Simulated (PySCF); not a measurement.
Gas-phase reaction: 2 H2 + 4 WO2Cl2 + O2 → 2 WO2(OH)2 + 2 WOCl4

Energies from PySCF (xtb for GFN2), thermal terms from the rigid-rotor harmonic-oscillator model, ideal gas at 1 bar. † marks an energy on the PBE0/def2-TZVP geometry and frequencies; other levels use their own. Open shells (unrestricted): O2 (multiplicity 3); the rest are closed-shell singlets. GFN2 has no spin-polarisation term. B3LYP is the form with VWN-RPA correlation. W: scalar-relativistic def2 core potential, no spin-orbit coupling. Warning, point group unlike the PBE0 one: WO2(OH)2 (GFN2-xTB).

```json
[
 {"level": "B3LYP/def2-TZVP†", "ΔH°(298 K), kJ": "-398"},
 {"level": "BLYP/def2-TZVP†", "ΔH°(298 K), kJ": "___"},
 {"level": "GFN2-xTB", "ΔH°(298 K), kJ": "___"},
 {"level": "PBE/def2-SVP", "ΔH°(298 K), kJ": "-418"},
 {"level": "PBE/def2-TZVP†", "ΔH°(298 K), kJ": "-406"},
 {"level": "PBE0/def2-TZVP", "ΔH°(298 K), kJ": "___"},
 {"level": "LDA/def2-TZVP†", "ΔH°(298 K), kJ": "-584"}
]
```

Problem. Complete the blanks.

Solution. 
- BLYP/def2-TZVP†, ΔH°(298 K), kJ: -351
- GFN2-xTB, ΔH°(298 K), kJ: -914
- PBE0/def2-TZVP, ΔH°(298 K), kJ: -438
